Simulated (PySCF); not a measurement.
NaSe at UHF-SCS-MP2

Level: UHF-SCS-MP2. PySCF, no relativity, basis sets Na def2-TZVPP, Se def2-TZVPP.

For NaSe, the state is ²Π (doublet), unpaired electrons π ↑ and the bond length is 2.613 Å. The harmonic wavenumber is 269 cm⁻¹. The force constant is 0.759 mdyn/Å, the rotational constant Be is 0.1383 cm⁻¹ and the anharmonicity ωexe is 0.964 cm⁻¹. The vibration–rotation constant αe is 0.000829 cm⁻¹, the well depth De to Na + Se is 2.28 eV and the dissociation energy D0 is 2.26 eV.

Correlated steps freeze 10 core orbitals. Spin–orbit coupling is left out. The state was picked by a PBE0 search and need not be the measured ground state.
